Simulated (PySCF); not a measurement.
## Gas-phase XPS of aluminum bromide, computed

Species: aluminum bromide, AlBr₃.
Bonds: Br1–Al2, Al2–Br3, Al2–Br4.

Computed, not measured: PySCF, delta-SCF UKS SCAN, pcX-2 on the ionised atom, pcseg-1 elsewhere, spin-free X2C. Binding energies are ΔSCF values: E(core-ionised, relaxed orbitals) − E(ground state) at a fixed geometry, referred to the vacuum level.

Problem. List the computed XPS lines with their assignment.

Solution. 
| atom(s) | bonded to | level | binding energy (eV) | count |
| --- | --- | --- | --- | --- |
| Al2 | 3 Br | Al 1s | 1569.26 | 1 |

Problem. What is the longest wavelength that can ionise Al 1s of Al2 vertically?

Solution. λ = hc/E = 12398.42 eV Å / 1569.26 eV = 7.901 Å.

Problem. Which photon energy gives electrons from Al 1s of Al2 a kinetic energy of 20 eV, and what is their de Broglie wavelength?

Solution. hν = 1569.26 + 20 = 1589.26 eV, recoil neglected; λ = 12.264 Å/√(E/eV) = 2.74 Å.

No level of bromine is listed. Isolated species at its PBE0-D3(BJ)/def2-SVP geometry, gas phase.

On Intel Xeon Platinum 8488C, one thread, shared host, this took 5.2 s of wall time and 0.33 GiB of memory at its peak.
